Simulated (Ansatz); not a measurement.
## Molecular dynamics of ClFGeH$_{2}$

Input:

```yaml
crystal:
  periodic: [false, false, false]
  atoms:
    - { symbol: Ge, position_ang: [0.234909, -0.059967, -0.438467] }
    - { symbol: Cl, position_ang: [1.225368, -0.061883, 1.911752] }
    - { symbol: H, position_ang: [1.706644, 0.093942, 0.325455] }
    - { symbol: F, position_ang: [-0.799277, 1.367668, -0.439774] }
    - { symbol: H, position_ang: [-0.797843, -1.233659, -0.248268] }
basis:
  gaussian: { orbitals: def2-SVP }
hamiltonian:
  xc: pbe
  dispersion: d4
md:
  timestep: 0.5
  n_steps: 200
  ensemble: nve
  temperature: 300.0
  initial_velocities: maxwell_boltzmann
  seed: 2190
```

Command:

```bash
$ ansatz run input.yaml --threads 1 --pin off --max-ram 2048MiB --backend cpu --events-out ev --progress --plain --runs-dir out
```

It starts at the highest image of a converged band, a first-order saddle point between two minima.

Output, in part (step lines, the closing report, with atoms numbered from 0):

```
md step     0: t =     0.00 fs  T =   300.0 K  F+E_penalty+E_count = -71760.69104064 eV  E_kin = 0.116334 eV  conserved = -71760.57470664 eV  (26 SCF iters)
md step     1: t =     0.50 fs  T =   296.5 K  F+E_penalty+E_count = -71760.68968863 eV  E_kin = 0.114989 eV  conserved = -71760.57469969 eV  (29 SCF iters)
md step     2: t =     1.00 fs  T =   286.1 K  F+E_penalty+E_count = -71760.68563269 eV  E_kin = 0.110963 eV  conserved = -71760.57467005 eV  (29 SCF iters)
md step     3: t =     1.50 fs  T =   270.1 K  F+E_penalty+E_count = -71760.67935593 eV  E_kin = 0.104736 eV  conserved = -71760.57462028 eV  (28 SCF iters)
md step     4: t =     2.00 fs  T =   250.4 K  F+E_penalty+E_count = -71760.67165926 eV  E_kin = 0.097104 eV  conserved = -71760.57455569 eV  (29 SCF iters)
md step     5: t =     2.50 fs  T =   229.7 K  F+E_penalty+E_count = -71760.66357209 eV  E_kin = 0.089087 eV  conserved = -71760.57448502 eV  (27 SCF iters)
md step     6: t =     3.00 fs  T =   210.9 K  F+E_penalty+E_count = -71760.65621464 eV  E_kin = 0.081796 eV  conserved = -71760.57441872 eV  (27 SCF iters)
md step     7: t =     3.50 fs  T =   196.7 K  F+E_penalty+E_count = -71760.65063422 eV  E_kin = 0.076267 eV  conserved = -71760.57436710 eV  (28 SCF iters)
[... lines left out ...]
Total energy: -71761.14875625 eV, -2637.1735753386 hartree
Atom 0 at     0.247713    -0.094238    -0.454496 Å, force     0.620833     1.467518     3.778305 eV/Å
Atom 1 at     1.165060    -0.006170     1.901220 Å, force    -0.469383    -0.030553    -1.625715 eV/Å
Atom 2 at     1.631010     0.238627    -1.053325 Å, force    -0.349452    -0.208787    -0.560448 eV/Å
Atom 3 at    -0.754747     1.390650    -0.314555 Å, force     0.469232    -1.106073    -0.663311 eV/Å
Atom 4 at    -0.363109    -1.301476     0.295817 Å, force    -0.271230    -0.122105    -0.928832 eV/Å
Dipole moment:    -0.065764    -0.426963    -0.860931 e Å
```

The steps, from the saved trajectory:

```tsv
time (fs)	T (K)	potential energy less start (eV)	conserved less start (meV/atom)
0.0	300	0.000	0.00
3.0	211	0.035	0.06
6.0	234	0.026	0.05
9.0	377	-0.030	0.02
12.0	501	-0.078	0.09
15.0	1022	-0.280	0.08
18.0	1858	-0.604	-0.01
21.0	2681	-0.924	-0.05
24.0	3352	-1.184	-0.15
27.0	3425	-1.212	-0.11
30.0	3041	-1.063	-0.11
33.0	2253	-0.757	-0.01
36.0	1786	-0.575	0.17
39.0	2532	-0.866	-0.05
42.0	3391	-1.199	-0.11
45.0	3835	-1.371	-0.10
48.0	3886	-1.391	-0.19
51.0	3089	-1.082	-0.16
54.0	1998	-0.658	0.12
57.0	1923	-0.630	-0.15
60.0	1761	-0.567	0.00
63.0	2137	-0.712	0.07
66.0	3401	-1.203	-0.15
69.0	4161	-1.499	-0.30
72.0	3503	-1.242	-0.04
75.0	2691	-0.927	0.01
78.0	2312	-0.780	0.06
81.0	2593	-0.889	0.02
84.0	3226	-1.135	-0.08
87.0	3503	-1.243	-0.11
90.0	3145	-1.104	-0.07
93.0	2404	-0.816	-0.01
96.0	1735	-0.556	0.07
99.0	1529	-0.477	-0.03
```

The run went to its last step. The conserved energy stayed within 0.31 meV per atom of its start (net change -0.066 meV per atom), so the integration is sound. The kinetic energy rose, since the run started high on the potential surface and went downhill. A run of 0.1 ps of so small a system gives no equilibrium averages. The orbitals stay closed-shell, which can raise the energy where a bond breaks towards radicals; this wasn't checked here.

Between its relaxed ends the band would form Cl2–H3 and break Ge1–Cl2, Ge1–H3. These pairs go: Cl2–H3 1.66 → 3.00 Å, Ge1–Cl2 2.55 → 2.53 Å, Ge1–H3 1.67 → 1.54 Å. In the last frame they stand as before the step (other bonds may differ from the relaxed reactants and products). It ends as one piece, ClFGeH2. Pairs count as bonded within 1.25 times the sum of covalent radii (0.12 Å more for H–H).

Last frame:

```xyz
5
Properties=species:S:1:pos:R:3
Ge 0.248 -0.094 -0.455
Cl 1.165 -0.006 1.901
H 1.631 0.239 -1.053
F -0.755 1.391 -0.315
H -0.363 -1.302 0.296
```

The run took 4.9 min on 1 thread of Arm Neoverse V1, on a shared host, peak memory 0.12 GiB.
